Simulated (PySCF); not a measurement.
From one molecule to another.

First species: C2H5NSSi.
SMILES with atom numbers: `[N:1]#[C:2][CH2:3][S:4][SiH3:5]` (hydrogens: H6, H7 on C3; H8, H9, H10 on Si5)

Geometry (GFN2-xTB, Å), atoms numbered from 1 in this order:
```
atom  x, y, z in Å
N1    -1.5388    1.7561   -1.1280
C2    -1.4772    0.7572   -0.5744
C3    -1.3447   -0.4939    0.1092
S4     0.1810   -1.3713   -0.4343
Si5    1.7062    0.0332    0.1505
H6    -1.3004   -0.3406    1.1889
H7    -2.1755   -1.1545   -0.1417
H8     2.9183   -0.7212   -0.1046
H9     1.4811    0.3051    1.5671
H10    1.5588    1.2347   -0.6552
```

Second species: C3H9NOSi2.
SMILES: `C[SiH2]O[Si@H](C)C#N`

Levels: CAM-B3LYP/def2-SVPD for dipole moment, HOMO energy, LUMO energy, HOMO–LUMO gap, static isotropic polarisability and electronic spatial extent ⟨r²⟩ about the centre of nuclear charge; TDDFT CAM-B3LYP/def2-SVPD for lowest singlet excitation; TDA CAM-B3LYP/def2-SVPD for lowest triplet excitation (Tamm–Dancoff); GFN2-xTB for rotational constant A and rotational constant C. Geometries: GFN2-xTB. Each structure is a single optimised conformer of the isolated species, non-relativistic unless stated; the electronic structure was computed with PySCF and density fitting.

Dipoles, sizes and rotational constants follow the conformer. The torsions of the flexible species, by atom-mapped SMILES:
- `[N:1]#[C:2][CH2:3][S:4][SiH3:5]`: C2–C3–S4–Si5 61°
- `[CH3:1][SiH2:2][O:3][Si@H:4]([CH3:5])[C:6]#[N:7]`: C1–Si2–O3–Si4 22°, Si2–O3–Si4–C5 120°

(1) Which of the two has the higher HOMO energy, and by how much?

(2) Which has the higher rotational constant C?

(3) Which has the higher HOMO–LUMO gap?

(4) Which of the two has the higher T1 energy, and by how much?

(5) Which of the two has the higher rotational constant A, and by how much?

(6) Which of the two has the higher dipole moment, and by how much?

(7) Which has the higher static isotropic polarisability?

(8) Which has the higher S1 energy?

Results:

(1) The first: -8.82 eV against -10.09 eV, a difference of 1.27 eV.

(2) The first: 1.647 GHz against 0.851 GHz, a difference of 0.796 GHz.

(3) The second: 10.56 eV against 9.23 eV, a difference of 1.33 eV.

(4) The second: 6.00 eV against 4.89 eV, a difference of 1.11 eV.

(5) The first: 4.746 GHz against 2.257 GHz, a difference of 2.489 GHz.

(6) The second: 3.08 D against 3.03 D, a difference of 0.05 D.

(7) The second: 89.8 au against 73.8 au, a difference of 16.0 au.

(8) The second: 7.07 eV against 5.48 eV, a difference of 1.59 eV.

On the first: The vertical singlet–triplet gap S1 − T1 is 0.59 eV (TDDFT singlet less Tamm–Dancoff triplet; S1: HOMO→LUMO+1, weight 0.65; T1: HOMO→LUMO+1, weight 0.50, beside HOMO→LUMO, weight 0.38). In wavenumbers S1 is 44200 cm⁻¹ (1 eV = 8065.54 cm⁻¹).

On the second: The dipole equals about 10.3 × 10⁻³⁰ C·m (1 D = 3.33564 × 10⁻³⁰ C·m).
